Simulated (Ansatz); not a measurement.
Consider the atomization: `O[SiH](Cl)C1=CN1` → 2 C• + Cl• + 4 H• + N• + O• + Si•.

Gas-phase electronic energies from Ansatz, PBE0-D4/def2-TZVP geometries. CCSD(T)/CBS is the MP2 limit (def2-TZVPP, def2-QZVPP) plus CCSD(T) − MP2 in def2-TZVPP, frozen cores. This one scheme is used for every species, atoms too. DFT in def2-TZVPP. B3LYP here is the variant with VWN-RPA as its local correlation; programs differ in this. Open shells (•) are unrestricted, without spin–orbit coupling. Spin–orbit coupling would lower the free atoms: a little for C, Cl, O, Si. Each species was taken in one conformer, which may not be the lowest.

```tsv
level	ΔE (kcal/mol)	difference from CCSD(T)/CBS
PBE-D4	943.0	30.6
r2SCAN-D4	914.3	1.9
PBE0-D4	915.4	3.0
B3LYP-D4	908.6	-3.8
ωB97X-V	915.0	2.6
ωB97M-V	916.3	3.9
B2PLYP	900.0	-12.4
PBE	937.0	24.6
r2SCAN	912.8	0.4
PBE0	910.3	-2.1
B3LYP	898.9	-13.5
HF/def2-TZVPP	611.3	-301.1
MP2/def2-TZVPP	910.2	-2.2
SCS-MP2/def2-TZVPP	899.6	-12.8
CCSD/def2-TZVPP	859.4	-53.0
CCSD(T)/def2-TZVPP	880.1	-32.3
HF/def2-QZVPP	613.5	-298.9
MP2/def2-QZVPP	929.5	17.1
SCS-MP2/def2-QZVPP	921.1	8.7
HF/CBS(def2)	613.8	-298.6
MP2/CBS(def2)	942.5	30.1
CCSD/CBS(def2)	891.7	-20.7
CCSD(T)/CBS	912.4	0
```

Largest T1 diagnostic among the species: 0.012.

The D4 term adds +9.6 kcal/mol with B3LYP and +5.1 kcal/mol with PBE0; it sums over pairs of atoms, weighted by their polarisabilities, and B3LYP, whose exchange is more repulsive, gets the larger term. From PBE to PBE0 (25 % exact exchange), in def2-TZVPP and without D4, ΔE moves by −26.6 kcal/mol: exact exchange takes away binding that semilocal exchange gives to molecules.

For atomizations the MP2-based limit and the directly extrapolated one differ by several kJ/mol either way, and by 10 to 25 for some Ge, Se and Sn compounds, so smaller differences from it don't rank the levels.
